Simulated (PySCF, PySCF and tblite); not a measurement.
A run on one conformer of C6H8FNS, numbered as in [CH3:1][CH:2]([CH3:3])[c:4]1[s:5][n:6][cH:7][c:8]1[F:9], from an ensemble study. The sound level was PBE0/pcSseg-1 on GFN2-xTB geometries.

Input:

```
{"job": {"xc": "HCTH407", "basis": "pcSseg-1", "solvent": "water", "gauge": [0, 0, 0], "kind": "nmr", "pop": false}, "charge": 0, "multiplicity": 1}
C     -1.336699    -0.188752     1.440321
C     -0.806646     0.374270     0.120082
C     -1.666920    -0.098916    -1.053463
C      0.610958    -0.041276    -0.082632
S      1.120237    -1.682214    -0.207546
N      2.697404    -1.323260    -0.404695
C      2.898158    -0.034145    -0.386756
C      1.734374     0.735714    -0.205110
F      1.725030     2.077641    -0.157204
H     -0.725981     0.149028     2.274574
H     -2.358550     0.143904     1.603308
H     -1.322359    -1.276463     1.416542
H     -0.828094     1.469249     0.162290
H     -1.657137    -1.185427    -1.111073
H     -2.692898     0.234859    -0.921295
H     -1.290895     0.302496    -1.991883
H      3.893020     0.355323    -0.505370
```

Command: OMP_NUM_THREADS=1 python ens_run.py task.json out

Output:

```
coarse grid: 15248 points
cycle   1  E = -786.0098194118  dE =  1.204e+00  |g| = 6.795e-01  |ddm| = 4.030e+00
cycle   2  E = -785.8610395717  dE =  1.488e-01  |g| = 1.086e+00  |ddm| = 1.669e+00
cycle   3  E = -786.1084766690  dE = -2.474e-01  |g| = 1.516e-01  |ddm| = 1.072e+00
cycle   4  E = -786.1118361620  dE = -3.359e-03  |g| = 8.439e-02  |ddm| = 1.824e-01
cycle   5  E = -786.1134765632  dE = -1.640e-03  |g| = 2.484e-02  |ddm| = 9.935e-02
cycle   6  E = -786.1136095662  dE = -1.330e-04  |g| = 7.524e-03  |ddm| = 2.479e-02
cycle   7  E = -786.1136207592  dE = -1.119e-05  |g| = 3.191e-03  |ddm| = 9.605e-03
cycle   8  E = -786.1136234502  dE = -2.691e-06  |g| = 8.440e-04  |ddm| = 4.066e-03
final grid: 144568 points
cycle   9  E = -786.1644083075  dE = -1.465e-04  |g| = 1.176e-02  |ddm| = 7.212e-02
cycle  10  E = -786.1643503908  dE =  5.792e-05  |g| = 2.024e-02  |ddm| = 2.736e-02
cycle  11  E = -786.1644324152  dE = -8.202e-05  |g| = 3.399e-03  |ddm| = 1.917e-02
cycle  12  E = -786.1644348260  dE = -2.411e-06  |g| = 1.427e-03  |ddm| = 4.038e-03
cycle  13  E = -786.1644352442  dE = -4.182e-07  |g| = 4.936e-04  |ddm| = 1.592e-03
cycle  14  E = -786.1644353005  dE = -5.637e-08  |g| = 9.010e-05  |ddm| = 5.078e-04
cycle  15  E = -786.1644353022  dE = -1.687e-09  |g| = 4.068e-05  |ddm| = 1.337e-04
cycle  16  E = -786.1644353026  dE = -4.175e-10  |g| = 9.674e-06  |ddm| = 4.748e-05
converged SCF energy = -786.1644353026

GIAO shielding tensors (ppm)
atom      isotropic    diamagn.    paramagn.     s11        s22        s33       span
  0 C      176.967     381.439    -204.472    156.850    166.397    207.654     50.805
  1 C      201.315     504.910    -303.594    189.032    195.699    219.215     30.183
  2 C      176.937     381.423    -204.486    156.808    166.367    207.636     50.827
  3 C      114.936     599.533    -484.597     40.190     54.219    250.401    210.211
  4 S      174.037    1186.170   -1012.133    -19.379    258.464    283.027    302.406
  5 N      -68.350     330.925    -399.276   -330.025    -64.319    189.294    519.319
  6 C       49.708     331.155    -281.448    -14.911     27.393    136.641    151.553
  7 C       84.700     514.616    -429.917      5.103    107.352    141.644    136.540
  8 F      298.377     514.139    -215.761    188.564    304.396    402.172    213.608
  9 H       46.449      80.319     -33.870     28.632     42.958     67.756     39.124
 10 H       31.654      -3.733      35.386     20.078     25.021     49.863     29.785
 11 H       49.706      93.565     -43.859     24.025     48.268     76.826     52.801
 12 H       57.098     135.054     -77.956     45.645     57.804     67.845     22.199
 13 H       49.699      93.554     -43.855     24.031     48.261     76.806     52.775
 14 H       31.650      -3.739      35.390     20.073     25.018     49.860     29.787
 15 H       46.438      80.278     -33.841     28.625     42.942     67.745     39.121
 16 H       -0.364    -129.551     129.186    -40.387     -8.860     48.154     88.541
```

Task: What is wrong with this calculation?

Result: The setting at fault: common gauge origin in a small basis. (The functional and solvent model also differ from the sound level's.) The run converged.
